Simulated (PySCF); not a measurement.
## Polarisability and C₆ of Sc⁺ (scandium, charge +1)

[Ar] 3d1 4s1, high-spin 3D determinant. Calculation: PySCF 2.14, in aug-cc-pVTZ; no relativity, point nucleus. Coupled (time-dependent) response in atomic units; α is the mean over directions.

```
method  mean α (bohr³)         α xx, yy, zz  C₆ (like pair)  S(−4)
  PW91           59.71  58.92, 58.92, 61.31           404.8   3139
 B3LYP           56.99  57.17, 57.17, 56.62           378.4   2863
```

S(−4) is the Cauchy moment in α(ω) = α(0) + S(−4) ω² + …

α(iu) at PW91:

| u (hartree) | α(iu) (bohr³) |
| --- | --- |
| 0 | 59.71 |
| 0.0500 | 52.85 |
| 0.100 | 39.71 |
| 0.200 | 21.19 |
| 0.300 | 13.01 |
| 0.500 | 6.946 |
| 0.750 | 4.342 |
| 1.00 | 3.127 |
| 1.50 | 1.913 |
| 2.00 | 1.296 |
| 3.00 | 0.6985 |
| 5.00 | 0.2921 |

A single London oscillator, α(iu) = α/(1 + u²/ω²), gives C₆ = (3/4) ω α². Matching the computed C₆ needs ω = 4 × 404.8 / (3 × 59.71²) = 0.151 hartree.

For an ion, C₆ is the dispersion term alone; charge-induced terms of lower order in 1/R come first.

The components differ because the open shell of this determinant is not spherical; for a pure term their mean is the scalar polarisability.
